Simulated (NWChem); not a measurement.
System: BeN₂H₄; SMILES [Be]([NH2])[NH2]

Here is an NWChem input.

```
start job
memory heap 200 mb stack 900 mb global 1100 mb
geometry units angstroms noautosym nocenter noautoz
  Be     0.000000     0.000000     0.000000
  N      0.000000     0.000000     1.501310
  H     -0.583454     0.583454     2.090711
  H      0.583454    -0.583454     2.090711
  N      0.000000     0.000000    -1.501310
  H     -0.583454    -0.583454    -2.090711
  H      0.583454     0.583454    -2.090711
end
basis spherical
  * library 6-31g*
end
dft
  xc b3lyp
  iterations 150
end
property
  efieldgrad
end
task dft property
```

Geometry: optimised at PBE0/def2-SVP.

Vzz is the largest principal value of the second derivative of the potential at the nucleus (NWChem prints the opposite sign); η is the asymmetry. Non-relativistic.

Atoms are numbered as in the input.

Q: Give the results of this calculation. (B3LYP/6-31G* (spherical d).) Quantities: Vzz Be1 (a.u.); η Be1; Vzz N5 (a.u.); η N5.

A: 
* **Vzz Be1 (a.u.)**: -0.206
* **η Be1**: 0.00
* **Vzz N5 (a.u.)**: -0.738
* **η N5**: 0.77
